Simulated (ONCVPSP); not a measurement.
## Potentials for Al (Z = 13) compared

Generated with ld1.x 7.5 (TM, RRKJ, ultrasoft, PAW), atompaw 4.2 or ONCVPSP 4.0.1. The cutoff is in Ry: for ld1.x and atompaw files where the sum of valence levels is converged to 10 mRy in a Bessel basis, for ONCV files where the hardest occupied wave has 1 mHa per electron of residual kinetic energy. The error is the largest all-electron minus pseudo excitation energy over each file’s own four to seven test configurations (ionisations up to +4, promotions, holes and added fractions of an electron), all of which were solved. The labels leave out finer settings (local radius, basis sizes, second energies), which also bear on the numbers. Spin-polarised tests are not counted. The rows are a selection from randomly drawn settings: files with unsolved tests, undetermined cutoffs or missed reference levels are left out.

A true bound ghost makes a file unfit for plane-wave use even where its test errors are small: the radial tests pick states by their node count and pass the ghost by.

| potential | cutoff (Ry) | largest error (meV) | bound ghosts |
| --- | --- | --- | --- |
| ONCV, PBE, scalar-relativistic, rc 2.30/1.95/1.90 (spd), local smoothed, core correction yes, reference 3s2 3p1, qcut 2.4/4.7/6, projectors 1/2/3 | 20 | -15 | none |
| ONCV, Wu-Cohen, scalar-relativistic, rc 2.25/1.80/2.20 (spd), local smoothed, core correction yes, reference 3s1 3p2, qcut 2.4/5.6/5, projectors 2/2/2 | 39 | -14 | p |
| ONCV, LDA (Perdew-Zunger), scalar-relativistic, rc 1.60/1.30 (sp), local smoothed, core correction yes, reference 3s1, qcut 4.9/5.7, projectors 3/1 | 13 | +302 | none |
| ONCV, BLYP, scalar-relativistic, rc 2.10/2.75/2.10 (spd), local d, core correction yes, reference 3s2 3p0.5, qcut 3.8/3.2/4.5, projectors 2/2/0 | 11 | +43 | none |
| ONCV, PBE, scalar-relativistic, rc 2.05/2.25 (sp), local smoothed, core correction no, reference 3s1, qcut 3.4/3.5, projectors 1/3 | 12 | +62 | none |

Question: Fill in the row for Al: ONCV, PBEsol, scalar-relativistic, rc 1.00/0.55 (sp), local smoothed, core correction no, reference 2s2 2p6 3s2, qcut 14.6/17.8, projectors 2/2.

Answer: cutoff 487 Ry, largest error +35 meV, bound ghosts: none.

Question: Fill in the row for Al: ONCV, PBE, scalar-relativistic, rc 1.05/1.05 (sp), local smoothed, core correction yes, reference 2s2 2p6 3s1, qcut 14/10.9, projectors 2/1.

Answer: cutoff 116 Ry, largest error -206 meV, bound ghosts: none.
